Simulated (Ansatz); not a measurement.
`B[Si](C)(F)[SiH3]`, relaxed with RKS PBE0-D4/def2-TZVP in Ansatz 0.2.0 from a PBE-D4/def2-SVP geometry. The force threshold is 0.005 eV/Å; the program also tests the step.

The species carries charge 0 and has multiplicity 1.

Start:

```xyz
13

B    -1.080    1.711    0.473
Si   -0.646   -0.134   -0.110
C    -0.299   -1.409    1.240
F    -1.744   -0.795   -1.159
Si    1.352    0.208   -1.363
H    -1.899    2.416   -0.087
H    -0.391    2.216    1.343
H     0.481   -1.026    1.929
H    -1.214   -1.615    1.831
H     0.054   -2.363    0.800
H     2.462    0.661   -0.450
H     1.174    1.231   -2.452
H     1.752   -1.102   -1.994
```

```tsv
step	energy (eV)	largest force (eV/Å)	largest move (Å)
1	-20307.5025	0.888	0.000
2	-20307.5549	0.569	0.034
3	-20307.5649	0.212	0.046
4	-20307.5684	0.038	0.020
5	-20307.5687	0.011	0.005
6	-20307.5688	0.073	0.045
7	-20307.5691	0.017	0.014
8	-20307.5691	0.015	0.009
9	-20307.5692	0.014	0.003
10	-20307.5692	0.021	0.020
11 (rejected)	-20307.5690	0.066	0.017
12	-20307.5693	0.009	0.006
13	-20307.5693	0.005	0.004
```

End:

```xyz
13

B    -1.094    1.694    0.493
Si   -0.608   -0.131   -0.137
C    -0.307   -1.374    1.227
F    -1.710   -0.764   -1.136
Si    1.376    0.179   -1.383
H    -1.976    2.344    0.018
H    -0.409    2.215    1.327
H     0.460   -1.002    1.910
H    -1.219   -1.552    1.802
H     0.030   -2.328    0.816
H     2.469    0.616   -0.471
H     1.211    1.209   -2.444
H     1.777   -1.104   -2.023
```

Run time 47 s (4 threads of an Arm Neoverse V2 on a shared host); peak host memory 0.61 GiB.
